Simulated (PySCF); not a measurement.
Bi(H)(Me)2, SMILES [CH3][BiH][CH3] (C₂H₇Bi), singlet (CAM-B3LYP/def2-SVP optimised geometry):

```
10

Bi    -0.744    -0.847     0.000
H     -0.827    -0.936     1.794
C     -0.888     1.423     0.000
H     -1.908     1.726     0.270
H     -0.657     1.792    -1.008
H     -0.176     1.846     0.719
C      1.531    -0.847     0.000
H      1.898    -1.846     0.269
H      1.908    -0.110     0.719
H      1.885    -0.593    -1.008
```

Method: CAM-B3LYP/def2-TZVP, def2 effective core potentials past Kr (PySCF).

### Question
What are the frontier orbital energies and the dipole moment?

### Answer
HOMO-2 -9.65 eV, HOMO-1 -9.18 eV, HOMO -8.07 eV, LUMO 0.70 eV, LUMO+1 0.92 eV; dipole moment 0.71 D.

On the same geometry PBE/def2-TZVP, def2 effective core potentials past Kr in PySCF gives HOMO-2 -7.16 eV, HOMO-1 -6.80 eV, HOMO -5.87 eV, LUMO -0.82 eV, LUMO+1 -0.64 eV; dipole moment 0.68 D.
